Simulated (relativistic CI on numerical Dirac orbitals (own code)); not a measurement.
Radial parameters of Gd IX

Computed by Dirac-Coulomb-Breit CI, orbitals from a KLI potential per configuration, model QED, unscaled Slater integrals (own radial code, finite nucleus).

Slater integrals F^k, G^k are unscaled and averaged over j, outside the closed core [Kr] 4d10 5s2; ζ comes from projecting the Hamiltonian with its Breit term on Σ l·s of the shell.

- 4f⁶5p²: F^2(4f,4f) = 130150, F^4(4f,4f) = 82362, F^6(4f,4f) = 59456, ζ(4f) = 1632.4, F^2(5p,5p) = 79124, F^2(4f,5p) = 61718, G^2(4f,5p) = 28432, G^4(4f,5p) = 23219, ζ(5p) = 31886 cm⁻¹; <r>(4f) = 0.753, <r^2>(4f) = 0.6904, <r>(5p) = 1.358, <r^2>(5p) = 2.061 (bohr units).
- 4f⁷6s: F^2(4f,4f) = 127610, F^4(4f,4f) = 80663, F^6(4f,4f) = 58200, ζ(4f) = 1513.1, G^3(4f,6s) = 6061.7 cm⁻¹; <r>(4f) = 0.7655, <r^2>(4f) = 0.7146, <r>(6s) = 2.362, <r^2>(6s) = 6.177 (bohr units).

Averages of the first 2 configurations, taken without configuration mixing, which lowers the lowest level and can move excited configurations by several eV; other configurations of the list can lie among them:

| Configuration | Parity | States | Average energy above the lowest level (eV) |
| --- | --- | --- | --- |
| 4f⁶5p² | even | 45045 | 20.4 |
| 4f⁷6s | odd | 6864 | 82.4 |
